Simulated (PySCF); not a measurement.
VOF₃, SMILES [F][V]([F])([F])=[O], multiplicity 1. Coordinates come from a PBE-D3(BJ)/def2-SVP optimisation. The multiplicity is an assumed one; other spin states were not compared.

Computed equilibrium geometry at PBE-D3(BJ)/def2-SVP (PySCF confirms it by a frequency run) as Cartesian coordinates in Å, and its point group:
point group C3v.
```xyz
5

V      0.0000     0.0000    -0.0359
O      0.0000     0.0000    -1.6001
F     -1.4125     0.8155     0.5047
F      1.4125     0.8155     0.5047
F      0.0000    -1.6310     0.5047
```
Charge 0, spin multiplicity 1.
